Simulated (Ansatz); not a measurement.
`[CH3][Cd][Br]` + H₂O → `[OH][Cd][Br]` + CH₄ at 600 K and 1 bar (formal hydrolysis of a Cd–C bond).

Isolated molecules relaxed with PBE0-D4/def2-TZVP in Ansatz; ΔE leaves out vibrations. CBS: MP2 limit from def2 TZ/QZ plus the TZ coupled-cluster correction, frozen cores. This one scheme is used for every species. def2 core potentials past Kr. For Br, Cd outer-core shells are correlated without core-valence functions, which leaves a few kJ/mol of doubt a bond. Scalar relativity is left out up to krypton. Each species was taken in one conformer, which may not be the lowest.

| species | CCSD(T)/CBS energy (Eh) | H − E (kJ/mol) | S (J/(mol·K)) |
| --- | --- | --- | --- |
| `[CH3][Cd][Br]` | -2780.94166 | 135.8 | 367.7 |
| H₂O | -76.37941 | 76.8 | 212.8 |
| `[OH][Cd][Br]` | -2816.86459 | 70.6 | 358.0 |
| CH₄ | -40.46206 | 140.4 | 215.7 |

H − E and S are ideal-gas, rigid-rotor, harmonic terms from PBE0-D4/def2-TZVP, for one conformer and one mirror image of each species. 1 Eh = 2625.50 kJ/mol, R = 8.31446 J/(mol·K).

Task: By hand: ΔE, ΔH, ΔS and ΔG.

Result: ΔE = (-2816.86459) + (-40.46206) − (-2780.94166) − (-76.37941) = -0.00558 Eh = -14.7 kJ/mol. Δ(H − E) = 70.6 + 140.4 − 135.8 − 76.8 = -1.6, so ΔH = -16.3 kJ/mol. ΔS = 358.0 + 215.7 − 367.7 − 212.8 = -6.8 J/(mol·K). ΔG = -16.3 − 600 × (-6.8)/1000 = -12.2 kJ/mol.

Task: By hand: the equilibrium constant, and the temperature at which ΔG would vanish if ΔH and ΔS stayed fixed.

Result: log₁₀ K = −ΔG/(RT ln 10) = 1.1. ΔG = 0 at ΔH/ΔS = 2397 K, though so small a ΔS makes that figure unsure.

The number of gas molecules stays the same, so ΔS is small and ΔH decides. A doubt of 5 kJ/mol in ΔE shifts log₁₀ K by 0.4 here. Other conformers and mirror images would add mixing entropy, several J/(mol·K) or more a flexible species. These are equilibria of isolated gas molecules and say nothing of rates. Largest T1 diagnostic: 0.014 (customary marks: 0.02 for closed shells, 0.045 for open ones).
